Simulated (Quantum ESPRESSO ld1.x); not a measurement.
Values are calculated unless marked as measured or tabulated.
All-electron atom: Tl36+ in [Kr] 4d8 4f1 (not the ground configuration). Code: ld1.x of Quantum ESPRESSO 7.5. Model: scalar-relativistic Kohn-Sham, PW91, spin-unpolarised, spherical densities, point nucleus.

Unscreened Slater integrals over Kohn-Sham orbitals (hartree). Empty in this configuration: 5s.

integral     value
F0(4f,4f)   2.5001
F2(4f,4f)   1.3385
F4(4f,4f)  0.87728
F6(4f,4f)  0.64317
F0(4f,4d)   2.3895
F2(4f,4d)   1.1963
F4(4f,4d)  0.77872
G1(4f,4d)   1.2327
G3(4f,4d)  0.85092
G5(4f,4d)  0.62552
F0(4f,4p)   2.3961
F2(4f,4p)   1.2154
G2(4f,4p)  0.96946
G4(4f,4p)  0.71151
F0(4f,4s)   2.4533
G3(4f,4s)  0.86979
F0(4f,5s)   1.6423
G3(4f,5s)  0.17165
F0(4d,4d)   2.3317
F2(4d,4d)   1.1906
F4(4d,4d)  0.81019
F0(4d,4p)   2.3349
F2(4d,4p)   1.1992
G1(4d,4p)   1.4954
G3(4d,4p)  0.95662
F0(4d,4s)   2.3824
G2(4d,4s)   1.1917
F0(4d,5s)   1.6228
G2(4d,5s)  0.18639
F0(4p,4p)   2.3441
F2(4p,4p)   1.2237
F0(4p,4s)   2.3909
G1(4p,4s)   1.6146
F0(4p,5s)   1.6249
G1(4p,5s)  0.16498
F0(4s,4s)   2.4426
F0(4s,5s)   1.6390
G0(4s,5s)  0.12100
F0(5s,5s)   1.3673

Derived for the open shells (J is the average intra-shell exchange parameter used in DFT+U). 4d: Racah B = F2/49 - 5 F4/441 = 0.01511 hartree, C = 35 F4/441 = 0.06430 hartree, C/B = 4.26, F4/F2 = 0.681, J = (F2 + F4)/14 = 0.1429 hartree. 4f: F4/F2 = 0.655, F6/F2 = 0.481, J = (286 F2 + 195 F4 + 250 F6)/6435 = 0.1111 hartree.
